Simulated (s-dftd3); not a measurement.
C$_{6}$H$_{10}$O$_{2}$ (SMILES C=C(C)C(=O)OCC), singlet, at a GFN2-xTB geometry; s-dftd3 with D3(zero) for tpssh.

s-dftd3 was given this input:
```
$ s-dftd3 mol.xyz --zero tpssh --json dftd3.json --noedisp --grad

# file mol.xyz
18

C     -2.03773908     1.52533617    -0.86313252
C     -1.49269935     0.51085955    -0.19960900
C     -2.23117021    -0.35568619     0.76832648
C     -0.05223104     0.21327152    -0.43018335
O      0.66353829     0.83470224    -1.17780370
O      0.36004950    -0.84169415     0.28586103
C      1.73014860    -1.21487093     0.15670106
C      2.62267592    -0.38157608     1.06574614
H     -1.44574586     2.10968278    -1.54692388
H     -3.07290832     1.79630648    -0.74536964
H     -1.76368368    -0.30425766     1.74997651
H     -2.19612203    -1.39414572     0.44415090
H     -3.26784852    -0.03982400     0.84832338
H      2.03507474    -1.08974821    -0.88773376
H      1.76434649    -2.27137817     0.43174035
H      3.64889395    -0.72869457     0.98695716
H      2.58014649     0.66331239     0.76821690
H      2.29523560    -0.46932248     2.09911069
```

### Question
Write the output that s-dftd3 gives for this input, abridged.

### Answer

```
-----------------------------------
 s i m p l e   D F T - D 3  v1.4.0
-----------------------------------

Zero (Chai-Head-Gordon) damping: tpssh-D3(0)
--------------------
  s6         1.0000
  s8         1.2190
  s9         0.0000
 rs6         1.2230
 rs8         1.0000
 alp        14.0000
--------------------

Dispersion energy:      -1.0142097597979E-02 Eh

Gradient norm:           1.0876044707653E-03 Eh/a0
--------------------------------------------------
     #    Z           dE/dx      dE/dy      dE/dz
--------------------------------------------------
     1    6 C     1.162E-05  7.219E-06 -1.952E-05
     2    6 C    -4.007E-05 -2.940E-05 -4.411E-06
     3    6 C     7.351E-05  3.729E-06 -4.773E-05
     4    6 C     6.748E-06  3.536E-05 -1.578E-04
     5    8 O    -2.724E-04 -2.352E-04 -2.872E-05
     6    8 O     2.903E-04 -7.219E-05 -3.514E-04
     7    6 C     2.093E-04  2.903E-04 -4.947E-06
     8    6 C    -1.341E-04 -2.084E-04 -1.063E-04
     9    1 H    -2.044E-05 -4.629E-05  4.203E-05
    10    1 H    -1.006E-05  2.884E-05 -2.163E-05
    11    1 H    -2.612E-04 -2.852E-05  1.019E-04
    12    1 H    -2.367E-04 -2.831E-05  9.757E-05
    13    1 H     6.653E-05  6.626E-05 -7.838E-05
    14    1 H    -3.234E-04  1.877E-04  2.203E-04
    15    1 H     1.116E-05  6.299E-05  1.234E-05
    16    1 H     2.502E-05  3.199E-06  4.768E-05
    17    1 H     3.609E-04 -3.023E-05  1.981E-04
    18    1 H     2.432E-04 -7.020E-06  1.009E-04
--------------------------------------------------

Virial:
--------------------------------------------------
      component           x          y          z
--------------------------------------------------
          x       2.971E-03  1.465E-04  1.858E-03
          y       1.465E-04 -1.462E-03 -1.196E-04
          z       1.858E-03 -1.196E-04  3.692E-04
--------------------------------------------------

[Info] JSON dump of results written to 'dftd3.json'
```
